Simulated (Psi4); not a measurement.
Psi4 input (wB97X-D/6-311+G**):

```
memory 1500 MB

molecule {
0 1
C     2.32027000    1.44131900    0.18638500
Si    1.79047200   -0.19802200   -0.54540300
N     0.37623100   -0.85812900    0.20356200
Si   -1.29614800   -0.48941500   -0.07633400
C    -2.25841000   -0.72160600    1.51249500
C    -1.42403800    1.26701800   -0.71015400
H     1.54003300    2.19447100    0.06048800
H     2.52624900    1.34394200    1.25432800
H     3.22530200    1.80968100   -0.30334300
H     2.88407900   -1.18852300   -0.37961300
H     1.54084300    0.00333800   -1.99593400
H     0.55072700   -1.64389800    0.81453800
H    -1.88666600   -1.39387300   -1.10241900
H    -3.32280600   -0.53343400    1.35319500
H    -2.15938200   -1.74234000    1.88996300
H    -1.90362000   -0.03949700    2.28818300
H    -1.08447600    1.98392500    0.04027400
H    -2.46130400    1.50344900   -0.95786800
H    -0.83006000    1.41338500   -1.61475300
symmetry c1
no_reorient
no_com
}

set {
  basis 6-311+G**
  reference rks
  scf_type df
  df_basis_scf def2-universal-jkfit
  dft_radial_points 99
  dft_spherical_points 590
  e_convergence 1e-8
  d_convergence 1e-7
  maxiter 150
}

e = energy('wb97x-d')
print_out(f'\nFINAL {e:.10f} DIPOLE {variable("CURRENT DIPOLE")[0]:.6f} {variable("CURRENT DIPOLE")[1]:.6f} {variable("CURRENT DIPOLE")[2]:.6f}\n')
```

From the output:

```
     145A      1.686087   146A      1.695879   147A      1.706100
     148A      1.721381   149A      1.746177   150A      1.767576
     151A      1.777695   152A      1.803144   153A      1.814325
     154A      1.852553   155A      1.860863   156A      1.868974
     157A      1.876103   158A      1.880893   159A      1.887146
     160A      1.997708   161A      2.067857   162A      2.073254
     163A      2.109104   164A      2.142830   165A      2.161435
     166A      2.172178   167A      2.219867   168A      2.249008
     169A      2.281087   170A      2.284128   171A      2.303137
     172A      2.319684   173A      2.328380   174A      2.341114
     175A      2.454024   176A      2.539398   177A      2.542023
     178A      2.553433   179A      2.569290   180A      2.587835
     181A      2.608341   182A      2.614686   183A      2.621002
     184A      2.631626   185A      2.634174   186A      2.646904
     187A      2.658751   188A      2.679636   189A      2.684906
     190A      2.685691   191A      2.733333   192A      2.754457
     193A      2.816340   194A      2.817767   195A      2.857083
     196A      2.881937   197A      2.938933   198A      2.980508
     199A      3.010656   200A      3.167525   201A      3.281862
     202A      3.324145   203A      3.397656   204A      3.842922
     205A      3.848933   206A      3.856822   207A      3.862559
     208A      3.866262   209A      3.877105   210A      4.007051
     211A      4.181948   212A      4.573244   213A      5.878306
     214A      5.917463   215A     11.578322   216A     11.592433
     217A     11.601099   218A     11.625820   219A     11.653212
     220A     11.691627   221A     24.079163   222A     24.082043
     223A     24.090602   224A     35.645888   225A    141.405649
     226A    141.440041

    Final Occupation by Irrep:
              A
    DOCC [    33 ]
    NA   [    33 ]
    NB   [    33 ]

  @DF-RKS Final Energy:  -755.97561709070033

   => Energetics <=

    Nuclear Repulsion Energy =            383.8402905243947885
    One-Electron Energy =               -1803.5869408348930847
    Two-Electron Energy =                 713.1971562221440308
    DFT Exchange-Correlation Energy =     -49.4162221282733114
    Empirical Dispersion Energy =          -0.0099008740727398
    VV10 Nonlocal Energy =                  0.0000000000000000
    Total Energy =                       -755.9756170907003252

Computation Completed

Properties will be evaluated at   0.000000,   0.000000,   0.000000 [a0]

Properties computed using the SCF density matrix

 Multipole Moments:

 ------------------------------------------------------------------------------------
     Multipole            Electronic (a.u.)      Nuclear  (a.u.)        Total (a.u.)
 ------------------------------------------------------------------------------------

 L = 1.  Multiply by 2.5417464519 to convert [e a0] to [Debye]
 Dipole X            :         -0.0673147            0.0000076           -0.0673071
 Dipole Y            :          0.1082316           -0.0000170            0.1082146
 Dipole Z            :          0.4114712            0.0000208            0.4114920
 Magnitude           :                                                    0.4307741

 ------------------------------------------------------------------------------------

FINAL -755.9756170907 DIPOLE -0.067307 0.108215 0.411492

*** Psi4 exiting successfully. Buy a developer a beer!
```

The geometry given is a B3LYP-D3(BJ)/def2-TZVP minimum.
